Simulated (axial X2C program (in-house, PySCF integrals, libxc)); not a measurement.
**Ω levels of CNdO⁻ from open-shell CI on f(δφ)2 s1 f(π)0**

Calculated with an axial X2C code built on PySCF integrals: two-component X2C with atomic mean-field Coulomb and Gaunt terms, basis C dyall-v2z, Nd dyall-v2z, O dyall-v2z (cores contracted in-house). Orbitals come from Hartree–Fock averaged over the configuration Nd f(δφ)2 s1 f(π)0; CI then distributes these electrons over the f(δφ), s, f(π) shells of Nd.

C–Nd–O held linear, bonds 2.173 and 1.720 Å (the second held) (near the minimum of the configuration average).

Active spinors (ω > 0):

```json
{"shell": "f(δφ)", "ω": "3/2", "ε (eV)": "8.57", "character": "100% Nd f"}
{"shell": "f(δφ)", "ω": "5/2", "ε (eV)": "8.76", "character": "100% Nd f"}
{"shell": "f(δφ)", "ω": "5/2", "ε (eV)": "9.28", "character": "100% Nd f"}
{"shell": "f(δφ)", "ω": "7/2", "ε (eV)": "9.45", "character": "100% Nd f"}
{"shell": "s", "ω": "1/2", "ε (eV)": "2.15", "character": "79% Nd s, 14% Nd d, 5% C p"}
{"shell": "f(π)", "ω": "1/2", "ε (eV)": "14.53", "character": "69% Nd f, 22% Nd d, 5% C p"}
{"shell": "f(π)", "ω": "3/2", "ε (eV)": "14.71", "character": "78% Nd f, 17% Nd d"}
```

Lowest levels of this model:

```json
{"Ω": "7/2", "energy (cm⁻¹)": "0", "g∥": "4.12", "configuration": "100% f(δφ)2 s1"}
{"Ω": "9/2", "energy (cm⁻¹)": "248", "g∥": "8.13", "configuration": "100% f(δφ)2 s1"}
{"Ω": "11/2", "energy (cm⁻¹)": "2511", "g∥": "12.05", "configuration": "100% f(δφ)2 s1"}
{"Ω": "9/2", "energy (cm⁻¹)": "2557", "g∥": "8.05", "configuration": "100% f(δφ)2 s1"}
{"Ω": "13/2", "energy (cm⁻¹)": "4729", "g∥": "16.00", "configuration": "100% f(δφ)2 s1"}
{"Ω": "11/2", "energy (cm⁻¹)": "5040", "g∥": "12.00", "configuration": "100% f(δφ)2 s1"}
{"Ω": "1/2", "energy (cm⁻¹)": "5111", "g∥": "2.01", "configuration": "100% f(δφ)2 s1"}
{"Ω": "3/2", "energy (cm⁻¹)": "6484", "g∥": "5.62", "configuration": "100% f(δφ)2 s1"}
{"Ω": "1/2", "energy (cm⁻¹)": "6751", "g∥": "1.60", "configuration": "100% f(δφ)2 s1"}
{"Ω": "1/2", "energy (cm⁻¹)": "11811", "g∥": "0.76", "configuration": "99% f(δφ)2 s1"}
{"Ω": "3/2", "energy (cm⁻¹)": "11819", "g∥": "4.20", "configuration": "99% f(δφ)2 s1"}
{"Ω": "1/2", "energy (cm⁻¹)": "12056", "g∥": "1.77", "configuration": "99% f(δφ)2 s1"}
{"Ω": "5/2", "energy (cm⁻¹)": "12310", "g∥": "7.90", "configuration": "99% f(δφ)2 s1"}
{"Ω": "3/2", "energy (cm⁻¹)": "12622", "g∥": "3.90", "configuration": "99% f(δφ)2 s1"}
{"Ω": "1/2", "energy (cm⁻¹)": "13637", "g∥": "1.69", "configuration": "100% f(δφ)2 s1"}
{"Ω": "1/2", "energy (cm⁻¹)": "15517", "g∥": "2.00", "configuration": "100% f(δφ)2 s1"}
{"Ω": "3/2", "energy (cm⁻¹)": "19100", "g∥": "4.02", "configuration": "100% f(δφ)2 s1"}
{"Ω": "9/2", "energy (cm⁻¹)": "21044", "g∥": "10.09", "configuration": "99% f(δφ)2 s1"}
{"Ω": "7/2", "energy (cm⁻¹)": "21058", "g∥": "6.09", "configuration": "99% f(δφ)2 s1"}
{"Ω": "13/2", "energy (cm⁻¹)": "26531", "g∥": "14.01", "configuration": "100% f(δφ)2 s1"}
{"Ω": "11/2", "energy (cm⁻¹)": "26534", "g∥": "10.00", "configuration": "100% f(δφ)2 s1"}
{"Ω": "11/2", "energy (cm⁻¹)": "27840", "g∥": "12.09", "configuration": "100% f(δφ)2 s1"}
{"Ω": "9/2", "energy (cm⁻¹)": "27853", "g∥": "8.08", "configuration": "100% f(δφ)2 s1"}
{"Ω": "3/2", "energy (cm⁻¹)": "28040", "g∥": "5.95", "configuration": "100% f(δφ)2 s1"}
```

g∥ is the magnitude of 2⟨Lz + ge Sz⟩ for the +Ω component.

From Ω and g∥ of the lowest level, whose 2⟨Lz + ge Sz⟩ is positive, find ⟨Sz⟩ and ⟨Lz⟩ (ge = 2.0023).

Ω = ⟨Lz⟩ + ⟨Sz⟩ = 7/2 and ⟨Lz⟩ + ge⟨Sz⟩ = 2.060, so ⟨Sz⟩ = -1.44 and ⟨Lz⟩ = 4.94.

Occupations of the active spinors in the lowest level by ω, shell by shell in order of energy: -7/2: 0.00; -5/2: 0.00 0.00; -3/2: 0.00 0.00; -1/2: 1.00 0.00; 1/2: 0.00 0.00; 3/2: 1.00 0.00; 5/2: 0.27 0.73; 7/2: 0.00. The leading determinant has weight 0.72 among 26.

This point took 1.1 s on 1 thread of Arm Neoverse V1, on a shared host.

Dynamic correlation is missing, so gaps between terms are too wide and other configurations may lie lower; the lowest level listed is that of this model, not necessarily the ground state. At most 6 roots were kept for each Ω > 0 (twice that for Ω = 0) within 3.5 eV of the lowest, so higher up levels can be missing between those listed; levels with Ω > 0 are doubly degenerate and listed once, Ω = 0 levels singly. States that fill the shells left empty in the average are placed too high. For an anion, levels above electron detachment are held by the basis set. Along the bond the averaged SCF switches between close solutions, so this one may not be the lowest. The molecule was held linear; bending was not examined.
